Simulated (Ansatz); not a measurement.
`O=COC[SiH2]S` + H–F → `O=COCF` + `[SiH3]S`  (substitution at a C–Si bond)

Computed with Ansatz on PBE0-D4/def2-TZVP structures; ΔE is electronic, products minus reactants. CCSD(T)/CBS adds triple-zeta CCSD(T) − MP2 to the extrapolated MP2 energy (def2 sets, frozen cores). This one scheme is used for every species. Each species was taken in one conformer, which may not be the lowest.

| level | ΔE (kJ/mol) |
| --- | --- |
| HF/def2-TZVPP | 13.3 |
| MP2/def2-TZVPP | 55.4 |

**Question.** What does CCSD(T)/CBS give? (Best estimate.)

**Answer.** Computed: +53.4 kJ/mol. The listed levels differ from it by -40.1, 2.0 kJ/mol.

Largest T1 diagnostic among the species: 0.015.

The D4 term adds +11.7 kJ/mol with B3LYP and +6.8 kJ/mol with PBE0; it sums over pairs of atoms, weighted by their polarisabilities, and B3LYP, whose exchange is more repulsive, gets the larger term. In def2-TZVPP, CCSD(T) changes the Hartree–Fock value by +32.0 kJ/mol (the triples alone add +3.6 kJ/mol) and MP2 by +42.1 kJ/mol.

B3LYP here is the variant with VWN-RPA as its local correlation; programs differ in this.
